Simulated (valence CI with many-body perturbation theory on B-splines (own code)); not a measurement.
## Ge XII: key properties

Computed by valence CI with perturbative core correlation (CI+MBPT): three valence electrons over a frozen Dirac-Fock core [Ar], a basis of 9 s, 9 p, 10 d, 8 f, 5 g, 3 h, 1 i functions for each j, with the one-electron correlation potential Σ1 (screened to all orders), the two-electron term Σ2, the three-electron term Σ3, Breit, model QED; selected single and double excitations, second order for the rest, scaled by the run's own slope (own B-spline code, finite nucleus).

No measured levels were compared; by estimate terms of the open shell hold to 2 to 4 % of their energy, and close levels can change places. Core correlation moves these levels by up to 3500 cm⁻¹, and in measured spectra 5 to 20 % of such shifts remained as error; rates that hang on mixing are uncertain with them. Only levels of the ground parity were solved; by the run's estimate the other parity begins above the list, which can be wrong where configurations are misplaced.

Rates and lifetimes use the calculated energies. Strong lines usually hold to 10 to 20 %, long lifetimes can be off by a factor of two.

Task: What is the ground level?

Result: 3d3 4F_3/2, composition 99 % 3d3 4F + 1 % 3d3 2D, g = 0.403.

Task: How is the term 4F of the ground level split?

Result: J = 3/2 at 0.000, J = 5/2 at 0.320, J = 7/2 at 0.711, J = 9/2 at 1.144 eV.

Task: How well does LS coupling describe the low levels?

Result: Among the lowest 19 levels the leading LS term, summed over configurations, holds 91 % on average. For single configurations the figures are 91 % in LS and 66 % in jj coupling. Terms mix most in the J = 3/2 level at 5.741 eV, where the leading one holds 54 %.

Task: What is the ionisation energy?

Result: 326.38 eV; NIST lists 326 ± 2.5 eV (theoretical).
